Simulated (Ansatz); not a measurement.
As3S3, relaxed as a doublet with UKS PBE0-D4/def2-SVP in Ansatz, starting from the GFN2-xTB geometry. Force threshold 0.02 eV/Å.

Another isomer (doublet) lies 0.30 eV lower at PBE0-D4/def2-TZVP; other spin states weren't run for this one.

Start:

```xyz
6

As    0.251   -1.635   -0.569
As   -0.282    0.444   -1.669
As   -1.236    0.666    1.858
S     1.810   -0.253   -1.356
S    -0.648    1.861    0.089
S     0.105   -1.082    1.646
```

| step | energy (eV) | largest force component (eV/Å) | SCF passes |
| --- | --- | --- | --- |
| 1 | -214967.4749 | 0.591 | 19 |
| 2 | -214967.4939 | 0.237 | 22 |
| 3 | -214967.5022 | 0.062 | 22 |
| 4 | -214967.5076 | 0.035 | 21 |
| 5 | -214967.5093 | 0.193 | 22 |
| 6 | -214967.5113 | 0.039 | 23 |
| 7 | -214967.5116 | 0.006 | 19 |

Force components are those of the run's own axes.

End:

```xyz
6

As    0.230   -1.634   -0.515
As   -0.311    0.477   -1.633
As   -1.337    0.586    1.755
S     1.806   -0.283   -1.408
S    -0.571    1.897    0.123
S     0.183   -1.043    1.678
```

By distances, no bond broke or formed. The bond that changes most is As1–As2, from 2.41 to 2.45 Å (atoms count from 1).

No frequencies were taken in this run, so the end may be a saddle point.

It took 45 s on 4 threads of Arm Neoverse V1 on a shared host, peak host memory 0.68 GiB.
